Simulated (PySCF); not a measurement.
## EPR parameters of C5H7ClFO2

Species: C₅H₇ClFO₂ (doublet state).
Cartesian coordinates in Å at the GFN2-xTB level; atoms count from 1:
```
atom  x, y, z in Å
F1    -0.098   -0.010    1.715
C2    -0.310   -0.018    0.335
C3     0.913   -0.654   -0.320
C4     2.162    0.155    0.002
Cl5    3.578   -0.577   -0.788
C6    -1.657   -0.717    0.062
O7    -2.565    0.337   -0.137
C8    -1.848    1.486   -0.327
O9    -0.505    1.291   -0.071
H10    1.017   -1.674    0.054
H11    0.754   -0.680   -1.399
H12    2.068    1.175   -0.370
H13    2.355    0.166    1.074
H14   -1.605   -1.348   -0.832
H15   -1.978   -1.313    0.920
H16   -2.287    2.390    0.071
```

The hyperfine couplings belong to this conformer and change with its torsions.

The species is `O1[CH]O[C@@](CCCl)(F)C1` [radical].

The calculation used UKS B3LYP, pcH-1 on C Cl F H O, non-relativistic, mean-field spin-orbit, GIAO (PySCF). One conformer (not necessarily the lowest) at the GFN2-xTB geometry, without solvent, vibrations or thermal averaging. The geometry wasn't refined by DFT: couplings that depend on bond lengths, twists or pyramidal angles can differ widely from those at the functional's own minimum. Stability of the SCF solution: not tested.

```json
{"g1, g2, g3": "2.00209, 2.00364, 2.00410", "g_iso": "2.00327", "Form of g": "rhombic: the two nearest values differ by 23 % of g3 − g1", "⟨S²⟩": "0.7525 (exact 0.7500)", "HOMO–LUMO gap, α and β orbitals": "5.54, 7.04 eV", "Total energy": "-905.19766 Eh", "Basis functions": "305"}
```

Isotropic coupling and dipolar principal values T1 to T3, in G; ρ(0) is the spin density at the nucleus (MHz turned into gauss with g_iso; 10 G = 1 mT):

```json
{"atom": "F1", "isotope": "19F", "a_iso": "15.6", "of which spin–orbit": "0.0", "T1": "-8.6", "T2": "-7.2", "T3": "15.8", "Mulliken spin population": "0.01", "ρ(0) (bohr⁻³)": "0.0104"}
{"atom": "C2", "isotope": "13C", "a_iso": "2.5", "of which spin–orbit": "0.0", "T1": "-0.8", "T2": "-0.1", "T3": "0.9", "Mulliken spin population": "0.01", "ρ(0) (bohr⁻³)": "0.0062"}
{"atom": "C3", "isotope": "13C", "a_iso": "-0.4", "of which spin–orbit": "0.0", "T1": "-0.2", "T2": "-0.1", "T3": "0.3", "Mulliken spin population": "0.00", "ρ(0) (bohr⁻³)": "-0.0009"}
{"atom": "C4", "isotope": "13C", "a_iso": "0.0", "of which spin–orbit": "0.0", "T1": "-0.1", "T2": "-0.1", "T3": "0.2", "Mulliken spin population": "0.00", "ρ(0) (bohr⁻³)": "-0.0001"}
{"atom": "Cl5", "isotope": "35Cl", "a_iso": "0.0", "of which spin–orbit": "0.0", "T1": "0.0", "T2": "0.0", "T3": "0.1", "Mulliken spin population": "0.00", "ρ(0) (bohr⁻³)": "0.0003"}
{"atom": "C6", "isotope": "13C", "a_iso": "-1.7", "of which spin–orbit": "0.0", "T1": "-0.6", "T2": "-0.4", "T3": "1.0", "Mulliken spin population": "-0.01", "ρ(0) (bohr⁻³)": "-0.0042"}
{"atom": "O7", "isotope": "17O", "a_iso": "-10.5", "of which spin–orbit": "0.0", "T1": "-20.3", "T2": "9.7", "T3": "10.6", "Mulliken spin population": "0.10", "ρ(0) (bohr⁻³)": "0.0487"}
{"atom": "C8", "isotope": "13C", "a_iso": "108.0", "of which spin–orbit": "0.0", "T1": "-25.9", "T2": "-25.7", "T3": "51.6", "Mulliken spin population": "0.81", "ρ(0) (bohr⁻³)": "0.2694"}
{"atom": "O9", "isotope": "17O", "a_iso": "-14.3", "of which spin–orbit": "0.0", "T1": "-14.3", "T2": "6.8", "T3": "7.5", "Mulliken spin population": "0.06", "ρ(0) (bohr⁻³)": "0.0659"}
{"atom": "H10", "isotope": "1H", "a_iso": "-0.2", "of which spin–orbit": "0.0", "T1": "-0.4", "T2": "-0.3", "T3": "0.7", "Mulliken spin population": "0.00", "ρ(0) (bohr⁻³)": "-0.0001"}
{"atom": "H11", "isotope": "1H", "a_iso": "0.0", "of which spin–orbit": "0.0", "T1": "-0.7", "T2": "-0.6", "T3": "1.2", "Mulliken spin population": "0.00", "ρ(0) (bohr⁻³)": "0.0000"}
{"atom": "H12", "isotope": "1H", "a_iso": "0.0", "of which spin–orbit": "0.0", "T1": "-0.5", "T2": "-0.5", "T3": "1.0", "Mulliken spin population": "0.00", "ρ(0) (bohr⁻³)": "0.0000"}
{"atom": "H13", "isotope": "1H", "a_iso": "0.1", "of which spin–orbit": "0.0", "T1": "-0.3", "T2": "-0.3", "T3": "0.6", "Mulliken spin population": "0.00", "ρ(0) (bohr⁻³)": "0.0000"}
{"atom": "H14", "isotope": "1H", "a_iso": "5.5", "of which spin–orbit": "0.0", "T1": "-1.2", "T2": "-0.9", "T3": "2.2", "Mulliken spin population": "0.01", "ρ(0) (bohr⁻³)": "0.0034"}
{"atom": "H15", "isotope": "1H", "a_iso": "5.1", "of which spin–orbit": "0.0", "T1": "-0.9", "T2": "-0.8", "T3": "1.7", "Mulliken spin population": "0.01", "ρ(0) (bohr⁻³)": "0.0032"}
{"atom": "H16", "isotope": "1H", "a_iso": "20.6", "of which spin–orbit": "0.0", "T1": "-10.8", "T2": "-1.6", "T3": "12.5", "Mulliken spin population": "0.01", "ρ(0) (bohr⁻³)": "0.0129"}
```

The Mulliken spin populations are largest on C8 (+0.81) and O7 (+0.10). C8 is the only atom above +0.15. The angles at C8 add up to 343.9°, so it is pyramidal.

Under fast tumbling the dipolar parts average out, and these isotropic splittings remain: 1 × 1H (H16, I = 1/2, 2 lines) with 2.06 mT, 1 × 19F (F1, I = 1/2, 2 lines) with 1.56 mT, 1 × 1H (H14, I = 1/2, 2 lines) with 0.55 mT and 1 × 1H (H15, I = 1/2, 2 lines) with 0.51 mT.

The 13C coupling of C8 (302.9 MHz) shows only in satellite lines or after enrichment, since that isotope makes up about 1.07 % of natural carbon.

The 17O coupling of O9 (-40.0 MHz) shows only in satellite lines or after enrichment, since that isotope makes up about 0.038 % of natural oxygen.

Examples of negative spin density at the nucleus (bohr⁻³): C6 (-0.0042).

Time: 95 s wall (grids of density and orbitals included); peak memory 1.1 GiB. Hardware: one thread of an Arm Neoverse V2, on a shared host.
